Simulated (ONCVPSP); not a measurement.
## technetium, ONCV: configuration errors across variants

ONCVPSP 4.0.1 input, shortened (lines: element, Z, core and valence counts, functional; n l f; lmax; l rc ep ncon nbas qcut; lloc lpopt rc5 dvloc0; l nproj debl; icmod fcfact rcfact), PBE, scalar-relativistic:

```
  Tc 43.00    6    3        4      upf
    1    0    2.00
    2    0    2.00
    2    1    6.00
    3    0    2.00
    3    1    6.00
    3    2   10.00
    4    0    2.00
    4    1    6.00
    4    2    4.00
    2
    0    1.25    0.00    4    7    4.00
    1    1.85    0.00    3    8    7.60
    2    1.40    0.00    4    7    6.70
    4    5    1.10    6.00
    0    2    3.40
    1    2    1.00
    2    1    1.00
    0    0.00    0.00
```

In the s channel the program set the typed energies aside and used -3.810, 0.250 Ha. In the p channel the program set the typed energies aside and used -2.770, 0.050 Ha.

All-electron excitation energies from the reference (eV): (1) 4s2 4p6 4d5 5s2 -51.711; (2) 4s2 4p6 4d5 5s1 -43.557; (3) 4s2 4p6 4d5 -28.706; (4) 4s2 4p6 4d5 5s1.5 -48.429.

Errors AE − PS in meV (a dash: test not solved or not reliable):

```csv
change,(1),(2),(3),(4),bound ghosts,GHOST(+) flags above zero
base,+6.4,+5.6,+2.8,+6.2,none,none
"all radii scaled by about 0.80 (s 1.00, p 1.48, d 1.12 bohr); local potential polynomial inside 0.88 bohr (lpopt 5, dvloc0 6 Ha)",+9.1,+7.3,+3.5,+8.4,none,s
"all radii scaled by about 0.88 (s 1.10, p 1.64, d 1.24 bohr); local potential polynomial inside 0.96 bohr (lpopt 5, dvloc0 6 Ha)",+9.0,+7.6,+4.1,+8.5,none,none
"all radii scaled by about 0.94 (s 1.18, p 1.74, d 1.32 bohr); local potential polynomial inside 1.04 bohr (lpopt 5, dvloc0 6 Ha)",+8.5,+7.3,+4.0,+8.1,none,s
"all radii scaled by about 1.10 (s 1.38, p 2.04, d 1.54 bohr); local potential polynomial inside 1.22 bohr (lpopt 5, dvloc0 6 Ha)",+2.0,+3.9,+4.3,+3.0,none,s
"all radii scaled by about 1.15 (s 1.44, p 2.12, d 1.60 bohr); local potential polynomial inside 1.26 bohr (lpopt 5, dvloc0 6 Ha)",+179,+113,+4.3,+151,none,s
"all radii scaled by about 1.24 (s 1.56, p 2.30, d 1.74 bohr); local potential polynomial inside 1.38 bohr (lpopt 5, dvloc0 6 Ha)",+12,+9.5,+3.2,+11,none,none
```

Problem. Give the same row for: all radii scaled by about 1.33 (s 1.66, p 2.46, d 1.86 bohr); local potential polynomial inside 1.46 bohr (lpopt 5, dvloc0 6 Ha).

Solution. +7.6, +7.0, +2.6, +7.6; bound ghosts: none; GHOST(+) flags above zero: none.
